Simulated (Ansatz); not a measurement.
```yaml
crystal:
  periodic: [false, false, false]
  atoms:
    - {symbol: Ni, position_ang: [0.543604, 0.542014, 0.028334]}
    - {symbol: H, position_ang: [1.925326, 1.230394, 0.067314]}
    - {symbol: H, position_ang: [1.235502, 1.921224, 0.088921]}
    - {symbol: P, position_ang: [-1.505819, 0.999693, 0.025820]}
    - {symbol: H, position_ang: [-2.558010, 0.009494, -0.009461]}
    - {symbol: H, position_ang: [-2.091416, 1.810849, -1.014145]}
    - {symbol: H, position_ang: [-2.109421, 1.754695, 1.097245]}
    - {symbol: P, position_ang: [0.997158, -1.506882, -0.049358]}
    - {symbol: H, position_ang: [1.771343, -2.145612, 0.987498]}
    - {symbol: H, position_ang: [1.787204, -2.059698, -1.122925]}
    - {symbol: H, position_ang: [0.004518, -2.556171, -0.099243]}
basis:
  gaussian: {orbitals: def2-mTZVPP}
total_charge: 1
magnetization: {spin_polarized: true, initial_magnetization: 1}
hamiltonian: {xc: {name: HF}, dispersion: d4}
scf: {omitted_lower_state_checks: [starts]}
```

```sh
$ ansatz run in.yaml --threads 4 --pin off --events-out ev --progress --plain --max-ram 3916MiB
```

Output, abridged:

```
Functional definition: HF
1252 factors; integrals over basis functions are off by at most 1.0e-3 eV
mean field evaluation 1: about -59630.9785 eV, gradient 1.2e2 eV
mean field evaluation 2: about -59630.9825 eV, gradient 1.2e2 eV
mean field evaluation 4: about -59650.5807 eV, gradient 5.9e1 eV
mean field evaluation 8: about -59664.1680 eV, gradient 7.6e0 eV
mean field evaluation 16: about -59664.3021 eV, gradient 4.1e-2 eV
mean field evaluation 32: about -59665.2224 eV, gradient 2.4e-5 eV
mean field -59665.22244648 eV, -2192.6564823679 hartree, gradient 8.6e-6 eV, S^2 0.784632; 0 other end points of the search recorded, 0 dependent functions left out
reference -59665.22244648 eV, -2192.6564823679 hartree; 33, 32 occupied and 94, 95 virtual orbitals, 1252 factors
Total energy: -59665.95621649 eV, -2192.6834479183 hartree
Checks for a lower state left out: starts
```

Run time 3.9 s (4 threads of Arm Neoverse V1 on a shared host).
